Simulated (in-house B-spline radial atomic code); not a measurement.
RPA and G0W0 on PBE: Fe IV (Fe3+)

Configuration [Ar] 3d5, highest spin, mean-field start PBE. Computed with a B-spline radial code for spherical atoms: all electrons, non-relativistic, point nucleus, each spin shell either full or empty, empty states to l = 9 with an (l + 1/2)⁻⁴ tail; G0W0 by contour deformation at full frequency.

Command:
```bash
python run_gw.py task.json out
```
Settings (radii: box in bohr, nucleus in fm):
```
Z                        26
electrons                23
configuration            [Ar] 3d5
hamiltonian              nr
method                   pbe,pbe
lmax                     9
spin_polarised           True
box_radius               14.14
intervals                50
```

Run time, properties included: 2.9 s on 1 thread of Arm Neoverse N1, with other jobs on the host.

Energies (hartree):

```tsv
term	value
mean-field total	-1261.38286
Hartree-Fock functional on these orbitals	-1260.60024
direct second order	-1.8
second-order exchange	0.59042
SOSEX correction	0.5397
```

Problem. What is the RPA correlation energy, and what remains with SOSEX?

Solution. RPA gives -1.566 hartree (-1.85 eV per electron); RPA + SOSEX gives -1.0263, and the second-order doubles -1.2096 hartree (no singles). SOSEX takes back 34 % of the RPA value.

Quasi-particle levels (eV):

| level | occupied | mean field | Σx - vxc | Σc | QP weight | G0W0 |
| --- | --- | --- | --- | --- | --- | --- |
| 3d up | yes | -45.45 | -11.35 | ? | ? | ? |
| 3p down | yes | -92.61 | -11.60 | 1.75 | 0.898 | -102.45 |
| 3d down | no | -39.81 | 13.94 | -5.84 | 0.924 | -31.71 |

G0W0 = mean field + (Σx - vxc) + Σc, with Σc (partial-wave tail included) taken at the quasi-particle energy. Only the outer levels were computed. Levels of low weight are left out.

Problem. Where does G0W0 put 3d up?

Solution. At -55.05 eV, with Σc = 1.74 eV and a quasi-particle weight of 0.917. The tabulated removal energy is 54.91 ± 0.04 eV (NIST, measured); the calculation leaves out relativity, Breit and QED terms, and what these don't explain is the method's own error.
